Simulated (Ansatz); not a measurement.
System: CH$_{3}$Cl$_{5}$Si$_{2}$, net charge 0, singlet state. 
Coordinates optimised at B3LYP-D3(BJ)/def2-TZVP (Ansatz, a quantum-chemistry and plane-wave program):
SMILES: Cl[SiH](Cl)C[Si](Cl)(Cl)Cl
```xyz
11

Cl    -1.8382     1.4094    -1.2058
Si    -1.8065    -0.3512    -0.1548
Cl    -3.4940    -0.4677     1.0163
C     -0.3168    -0.4189     0.9611
Si     1.3471    -0.1605     0.1909
Cl     1.4434    -1.1117    -1.6213
Cl     1.7264     1.8263    -0.0825
Cl     2.8052    -0.9367     1.4019
H     -1.8424    -1.4648    -1.1096
H     -0.3163    -1.4090     1.4282
H     -0.4373     0.3161     1.7614
```
Charge 0, spin multiplicity 1.

Dipole moments at this geometry, in debye (magnitudes).

```
level                    program  dipole (D)
-----------------------  -------  ----------
SVWN5/def2-TZVPD          Ansatz  (withheld)
B3LYP/def2-TZVPD          Ansatz        1.28
r2SCANh/def2-TZVPD        Ansatz        1.29
r2SCAN0/def2-TZVPD        Ansatz        1.31
CCSD(T)/aug-cc-pV(D+d)Z   Ansatz  (withheld)
```

Q: What belongs in the gaps?

A: 
- SVWN5/def2-TZVPD, dipole (D): 1.28
- CCSD(T)/aug-cc-pV(D+d)Z, dipole (D): 1.24
